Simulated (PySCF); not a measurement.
BrFH₂O₂Si, SMILES O[Si](O)(F)Br.

Coordinates come from a r2SCAN-D4/def2-SVP optimisation. The geometry has at least one imaginary mode, so it is a saddle point at that level. This is a generated structure with no PubChem entry under its InChIKey; it may be hypothetical. One conformer was computed; it need not be the lowest.

Two levels are set side by side: PBE/def2-TZVP (PySCF) and PBE0/def2-TZVP (PySCF). Same geometry, gas phase. Differences are taken from unrounded values.

| quantity | PBE0 |
|---|---|
| orbital gap (eV) | 8.83 |
| highest occupied level (eV) | -8.83 |
| lowest empty level (eV) | 0.00 |
| dipole moment (D) | 2.19 |
| mean polarisability (bohr³) | 46.7 |

Q: What does PBE give, and how far is it from PBE0? (An estimate is asked for; the answer gives what the named calculation found.)

A: 
```
quantity                       PBE  PBE minus PBE0
---------------------------  -----  --------------
orbital gap (eV)              6.49           -2.33
highest occupied level (eV)  -7.45            1.38
lowest empty level (eV)      -0.95           -0.95
dipole moment (D)             2.15           -0.04
mean polarisability (bohr³)   48.9             2.3
```

Without exact exchange PBE keeps part of each electron's self-repulsion, which lifts occupied levels and narrows the gap. Loosely held outer electrons make PBE densities more polarisable. Differences between two approximate levels are no errors against the true value.

Rough cost on one machine, each run with all the roots and properties that it gave: PBE0 against PBE within a factor of 2.
